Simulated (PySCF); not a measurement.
Spinor energies of Ir²⁺ (iridium, charge +2)

Start: [Xe] 4f14 5d6 6p1; 5d3/2 filled at m_j = +3/2; 5d5/2 filled at m_j = -3/2, -1/2, +1/2, +3/2, +5/2; 6p3/2 filled at m_j = +3/2. Calculated with PySCF 2.14 in x2c-TZVPall-2c with one added diffuse shell each of s, p, d type (12s12p11d2f, 117 functions): generalised Hartree-Fock with the X2C-1e Hamiltonian and a Gaussian nucleus; spin-orbit coupling (SO) screened by Boettger's factors. This is a chosen level, not necessarily the ground level.

```tsv
spinor shell	electrons	ε, screened SO (eV)	weight of nominal j (screened SO)	rms radius, screened SO (bohr)
1s1/2	2	-76530.9	1.000	0.0197
2s1/2	2	-13551.3	1.000	0.0795
2p1/2	2	-12959.7	1.000	0.0675
2p3/2	4	-11326.4	1.000	0.0752
3s1/2	2	-3252.4	1.000	0.203
3p1/2	2	-2988.1	1.000	0.195
3p3/2	4	-2624.8	1.000	0.210
3d3/2	4	-2188.5	1.000	0.185
3d5/2	6	-2110.3	1.000	0.189
4s1/2	2	-746.64	1.000	0.450
4p1/2	2	-634.00	1.000	0.456
4p3/2	4	-546.91	1.000	0.490
4d3/2	4	-361.91	0.999	0.507
4d5/2	6	-344.94	0.999	0.519
5s1/2	2	-137.93	1.000	1.05
4f5/2	6	-107.04	0.986	0.586
4f7/2	8	-103.71	0.989	0.586
5p1/2	2	-101.49	0.955	1.15
5p3/2	4	-84.506	0.979	1.23
5d5/2	5	-36.303	0.469	1.66
5d3/2	1	-32.453	0.644	1.68
6p3/2	1	-17.907	1.000	3.49
```

```tsv
quantity	screened SO
E (hartree)	-17837.80143
M_J	11/2
⟨J²⟩	35.786
⟨L²⟩	13.051
⟨S²⟩	8.362
```

Each row is a mean over spinors that exchange with the open shell spreads, by up to 8.827 eV (5p3/2).

Rows whose weight is well below 1 are mixtures of j = l ± 1/2: exchange outweighs spin-orbit coupling there, and the label is only the starting occupation.

Breit and QED terms are absent; they matter most for the inner s and p1/2 levels.

Densities and radii are taken from the X2C orbitals without a picture-change correction, which distorts them close to the nucleus.
